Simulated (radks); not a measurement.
Neutral lithium inside a hard spherical wall (all orbitals vanish at R), configuration held at [He] 2s1 and not refilled when levels cross. Calculated with a radial shooting solver on a logarithmic mesh with Libxc functionals: scalar-relativistic Kohn-Sham, LDA (Slater exchange, VWN5 correlation), spin-polarised, spherical densities, point nucleus; open shells are filled with parallel spins first. Eigenvalues in eV for spin up, with the zero of energy where the potential of the charges vanishes at infinity; a dash marks a level that is unbound or too diffuse for the functional's potential to be trusted. A positive occupied level is held by the wall or, in an anion where self-interaction has pushed it up, behind a barrier. The pressure on the wall is -dE/dV.

R (bohr),E (hartree),kinetic (hartree),e(1s),e(2s),"e(2p, empty)","e(3s, empty)",pressure (GPa)
free,-7.34475,7.252,-51.024,-3.165,-1.339,-0.055,0
20,-7.34475,7.252,-51.024,-3.165,-1.338,0.083,< 0.0001
15,-7.34474,7.252,-51.021,-3.163,-1.331,0.412,0.000127
10,-7.34348,7.262,-50.868,-3.068,-1.142,2.271,0.0261
7,-7.32839,7.330,-50.007,-2.348,-0.125,7.882,0.651
3.5,-6.98438,8.177,-44.609,8.917,10.236,55.954,70.6
3,-6.72871,8.706,-42.509,16.665,16.019,82.541,180
2.5,-6.22450,9.692,-39.294,31.484,26.095,128.87,536
2,-5.10628,11.756,-33.431,62.905,45.640,218.50,1980
1.5,-2.14362,16.810,-19.450,140.32,90.341,421.97,10300
